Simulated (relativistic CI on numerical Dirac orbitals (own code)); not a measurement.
## Calculated levels, La51+

Calculated at this level of theory: Dirac-Coulomb-Breit CI, KLI orbitals optimised for each configuration, model QED (radiative potential, 1s self-energy scaled to tabulated hydrogen-like ionisation energies), unscaled Slater integrals (own radial code, finite nucleus).

Configuration list (outside the closed core 1s2): 2s2 2p2, 2s 2p3, 2p4, 2p3 3s, 2p3 3p, 2p3 3d, 2s2 2p 3s, 2s2 2p 3p, 2s2 2p 3d, 2s 2p2 3s, 2s 2p2 3p, 2s 2p2 3d, 2s2 2p 4s, 2s2 2p 4p, 2s2 2p 4d, 2s2 2p 4f. Levels of other configurations are missing.

| No. | Configuration | Term | J | E (eV) | % | Landé g | jj configuration (%) |
| --- | --- | --- | --- | --- | --- | --- | --- |
| 41 | 2s 2p2 3d | 3D | 3 | 6174.99 | 34 | 1.353 | 2s 2p1/2^2 3d5/2 (98) |
| 42 | 2s 2p2 3d | 3F | 2 | 6190.59 | 32 | 1.007 | 2s 2p1/2^2 3d5/2 (94) |
| 43 | 2s2 2p 3p | 3P | 1 | 6221.88 | 50 | 1.455 | 2p3/2 3p1/2 (96) |
| 44 | 2s2 2p 3p | 3D | 2 | 6224.53 | 44 | 1.168 | 2p3/2 3p1/2 (96) |
| 45 | 2s 2p2 3s | 5P | 2 | 6275.44 | 85 | 1.742 | 2s 2p1/2 2p3/2 3s (98) |
| 46 | 2s 2p2 3s | 3P | 1 | 6296.87 | 67 | 1.564 | 2s 2p1/2 2p3/2 3s (96) |
| 47 | 2s 2p2 3s | 3D | 3 | 6305.14 | 52 | 1.435 | 2s 2p1/2 2p3/2 3s (89) |
| 48 | 2s 2p2 3s | 3P | 2 | 6325.95 | 39 | 1.246 | 2s 2p1/2 2p3/2 3s (93) |
| 49 | 2s2 2p 3p | 1P | 1 | 6338.35 | 46 | 1.329 | 2p3/2 3p3/2 (89) |
| 50 | 2s 2p2 3p | 5P° | 1 | 6338.49 | 39 | 1.888 | 2s 2p1/2 2p3/2 3p1/2 (99) |
| 51 | 2s2 2p 3p | 3D | 3 | 6345.18 | 88 | 1.336 | 2p3/2 3p3/2 (88) |
| 52 | 2s 2p2 3p | 5D° | 2 | 6347.75 | 47 | 1.363 | 2s 2p1/2 2p3/2 3p1/2 (99) |
| 53 | 2s2 2p 3p | 3P | 2 | 6361.92 | 46 | 1.268 | 2p3/2 3p3/2 (69) |
| 54 | 2s 2p2 3s | 3P | 0 | 6361.96 | 73 |  | 2s 2p1/2 2p3/2 3s (72) |
| 55 | 2s 2p2 3s | 3D | 1 | 6370.80 | 57 | 0.834 | 2s 2p1/2 2p3/2 3s (97) |
| 56 | 2s 2p2 3p | 3D° | 3 | 6373.72 | 33 | 1.234 | 2s 2p1/2 2p3/2 3p1/2 (96) |
| 57 | 2s 2p2 3s | 3P | 1 | 6374.16 | 43 | 1.500 | 2s 2p1/2 2p3/2 3s (91) |
| 58 | 2s 2p2 3s | 3D | 2 | 6379.59 | 26 | 1.232 | 2s 2p1/2 2p3/2 3s (75) |
| 59 | 2s2 2p 3p | 1S | 0 | 6391.12 | 49 |  | 2p3/2 3p3/2 (72) |
| 60 | 2s 2p2 3p | 3P° | 2 | 6399.41 | 38 | 1.463 | 2s 2p1/2 2p3/2 3p1/2 (92) |
| 61 | 2s2 2p 3d | 3D° | 2 | 6408.68 | 40 | 1.045 | 2p3/2 3d3/2 (84) |
| 62 | 2s2 2p 3d | 3P° | 1 | 6415.54 | 47 | 1.052 | 2p3/2 3d3/2 (78) |
| 63 | 2s2 2p 3d | 3P° | 0 | 6416.44 | 72 |  | 2p3/2 3d3/2 (72) |
| 64 | 2s2 2p 3d | 3F° | 3 | 6416.74 | 50 | 1.108 | 2p3/2 3d3/2 (90) |
| 65 | 2s 2p2 3p | 3F° | 2 | 6429.97 | 45 | 0.906 | 2s 2p1/2 2p3/2 3p1/2 (94) |
| 66 | 2s 2p2 3p | 3D° | 1 | 6430.38 | 49 | 0.921 | 2s 2p1/2 2p3/2 3p1/2 (78) |
| 67 | 2s 2p2 3p | 3P° | 0 | 6430.46 | 33 |  | 2s 2p1/2 2p3/2 3p1/2 (70) |
| 68 | 2s2 2p 3d | 3F° | 4 | 6435.56 | 97 | 1.238 | 2p3/2 3d5/2 (97) |
| 69 | 2s2 2p 3d | 3P° | 2 | 6445.88 | 47 | 1.253 | 2p3/2 3d5/2 (94) |
| 70 | 2s2 2p 3d | 3D° | 3 | 6459.58 | 52 | 1.187 | 2p3/2 3d5/2 (88) |
| 71 | 2s 2p2 3p | 3D° | 1 | 6462.14 | 32 | 1.110 | 2s 2p1/2 2p3/2 3p1/2 (96) |
| 72 | 2s2 2p 3d | 1P° | 1 | 6467.64 | 61 | 1.078 | 2p3/2 3d5/2 (95) |
| 73 | 2s 2p2 3p | 5D° | 3 | 6469.70 | 49 | 1.491 | 2s 2p1/2 2p3/2 3p3/2 (95) |
| 74 | 2s 2p2 3p | 5P° | 1 | 6477.12 | 28 | 1.600 | 2s 2p1/2 2p3/2 3p3/2 (94) |
| 75 | 2s 2p2 3p | 3D° | 2 | 6488.15 | 46 | 1.450 | 2s 2p1/2 2p3/2 3p3/2 (97) |
| 76 | 2s 2p2 3p | 3P° | 0 | 6499.69 | 84 |  | 2s 2p1/2 2p3/2 3p3/2 (98) |
| 77 | 2s 2p2 3p | 3F° | 4 | 6503.60 | 57 | 1.337 | 2s 2p1/2 2p3/2 3p3/2 (98) |
| 78 | 2s 2p2 3p | 3P° | 2 | 6509.24 | 48 | 1.370 | 2s 2p1/2 2p3/2 3p3/2 (93) |
| 79 | 2s 2p2 3p | 1P° | 1 | 6517.82 | 37 | 1.150 | 2s 2p1/2 2p3/2 3p3/2 (90) |
| 80 | 2s 2p2 3p | 3D° | 3 | 6523.52 | 50 | 1.291 | 2s 2p1/2 2p3/2 3p3/2 (98) |
| 81 | 2s 2p2 3d | 5F | 2 | 6530.41 | 45 | 1.173 | 2s 2p1/2 2p3/2 3d3/2 (99) |
| 82 | 2s 2p2 3d | 5D | 1 | 6531.62 | 51 | 1.198 | 2s 2p1/2 2p3/2 3d3/2 (99) |
| 83 | 2s 2p2 3d | 5D | 0 | 6532.06 | 84 |  | 2s 2p1/2 2p3/2 3d3/2 (99) |
| 84 | 2s 2p2 3d | 5F | 3 | 6538.12 | 56 | 1.206 | 2s 2p1/2 2p3/2 3d3/2 (92) |
| 85 | 2s 2p2 3p | 3D° | 2 | 6551.21 | 26 | 1.394 | 2s 2p1/2 2p3/2 3p3/2 (66) |

Energies count from the lowest computed level; ° marks odd parity. Filled j subshells are mostly left out of the jj labels.

The mean weight of the leading LS term, summed over parents, in these 45 levels is 51 %, and that of the leading jj configuration (from the same eigenvectors) 90 %, so jj coupling describes them better and the LS labels are nominal.

At this charge energies of transitions that change n are usually good to better than 1 %, and those within a shell (Δn = 0) to a few per cent.

LS names give the leading component of a level, which can be under half, so a name can repeat, a term be missing and a line seem to break the LS rules.
